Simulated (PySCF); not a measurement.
Si(All)(H)3 (C3H8Si), SMILES C=CC[SiH3].

The structure is a stationary point at B3LYP-D3(BJ)/def2-SVP. Other conformers were not sampled.

These are B3LYP-D3(BJ)/def2-SVP run with PySCF values and carry that method's errors.

Frequencies are harmonic and unscaled.

```
mode  ν (cm⁻¹)  IR (km/mol)  moving atoms (share of kinetic energy)
----  --------  -----------  --------------------------------------
1           83          0.1                 C 52 %, H 35 %, Si 14 %
2          149          0.1                          H 89 %, C 11 %
3          224          0.2                 H 48 %, C 38 %, Si 14 %
4          408          3.3                          H 50 %, C 46 %
5          521          8.8                                  H 91 %
6          591         12.7                 H 67 %, Si 17 %, C 15 %
7          594         26.9                 H 58 %, C 30 %, Si 12 %
8          773         14.3                 H 48 %, C 42 %, Si 10 %
9          845         41.1                          H 65 %, C 29 %
10         928         22.9                          H 73 %, C 27 %
11         931        252.2                          H 84 %, Si 9 %
12         945         38.3                          H 61 %, C 38 %
13         953         44.4                                  H 97 %
14         957         39.1                                  H 94 %
15        1024          8.4                          H 90 %, C 10 %
16        1058         11.8                          H 74 %, C 25 %
17        1182         16.7                          H 67 %, C 33 %
18        1208          9.2                          H 66 %, C 34 %
19        1313          1.3                          H 81 %, C 19 %
20        1412          4.7                          H 90 %, C 10 %
21        1441          5.9                          H 84 %, C 16 %
22        1713         20.0                          C 87 %, H 13 %
23        2212        129.7                                  H 97 %
24        2218        106.4                                  H 97 %
25        2228         99.2                                  H 96 %
26        3027          9.6                                  H 95 %
27        3085          3.6                           H 91 %, C 9 %
28        3127         14.3                                  H 94 %
29        3135          4.1                                  H 92 %
30        3228         11.0                          H 89 %, C 11 %
```
